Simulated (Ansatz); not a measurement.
Reaction (redistribution): `C=CBBr` + `NB[SiH2]N` → `NBBr` + `C=C[SiH2]BN`

Program: Ansatz. Geometries: PBE0-D4/def2-TZVP. ΔE: electronic, gas phase. CCSD(T)/CBS adds triple-zeta CCSD(T) − MP2 to the extrapolated MP2 energy (def2 sets, frozen cores). Functionals use def2-TZVPP. For Br outer-core shells are correlated without core-valence functions, which leaves a few kJ/mol of doubt a bond. Scalar relativity is left out up to krypton. One conformer a species, not always the lowest.

`C=CBBr`:

Z-matrix (Å, degrees):
```
C
C 1 1.338
H 1 1.086 2 122.6
H 1 1.086 2 120.9 3 -180.0
B 2 1.528 1 119.8 3 -180.0
H 2 1.087 1 118.8 3 -0.0
Br 5 1.910 2 120.8 1 180.0
H 5 1.192 2 122.5 1 -0.0
```

`NB[SiH2]N`:

Cartesian coordinates in Å:
```
N 0.512 -1.170 -1.714
B -0.015 -1.051 -0.436
Si 0.394 0.580 0.688
N -0.969 1.442 1.333
H 0.346 -1.962 -2.314
H 1.108 -0.474 -2.132
H -0.717 -1.946 -0.048
H 1.219 0.195 1.871
H 1.198 1.544 -0.130
H -1.690 1.753 0.701
H -1.386 1.089 2.180
```

`NBBr`:

```xyz
6

N    -0.093   -0.753    0.183
B    -0.044    0.615    0.011
Br    0.996    1.358   -1.436
H    -0.623   -1.179    0.925
H     0.390   -1.403   -0.413
H    -0.626    1.362    0.731
```

`C=C[SiH2]BN`:

Cartesian coordinates in Å:
```
C -1.945 0.362 -1.826
C -0.828 -0.205 -1.380
Si 0.390 0.641 -0.244
B 0.513 -0.274 1.553
N 1.715 -0.806 1.993
H -2.646 -0.165 -2.468
H -2.208 1.384 -1.568
H -0.626 -1.234 -1.679
H -0.053 2.060 -0.096
H 1.736 0.656 -0.901
H -0.439 -0.386 2.275
H 2.569 -0.761 1.461
H 1.822 -1.271 2.881
```

```
             level  ΔE (kJ/mol)
            B2PLYP        -71.6
              PBE0        -75.3
CCSD(T)/def2-TZVPP        -72.8
    MP2/def2-QZVPP        -70.7
```

Problem. What does CCSD(T)/CBS give? (An estimate is asked.)

Solution. Ansatz gave: -71.5 kJ/mol. The listed levels differ from it by -0.1, -3.8, -1.3, 0.8 kJ/mol.

Largest T1 diagnostic among the species: 0.013.

In def2-TZVPP, CCSD(T) changes the Hartree–Fock value by −8.3 kJ/mol (the triples alone add −0.9 kJ/mol) and MP2 by −7.3 kJ/mol.
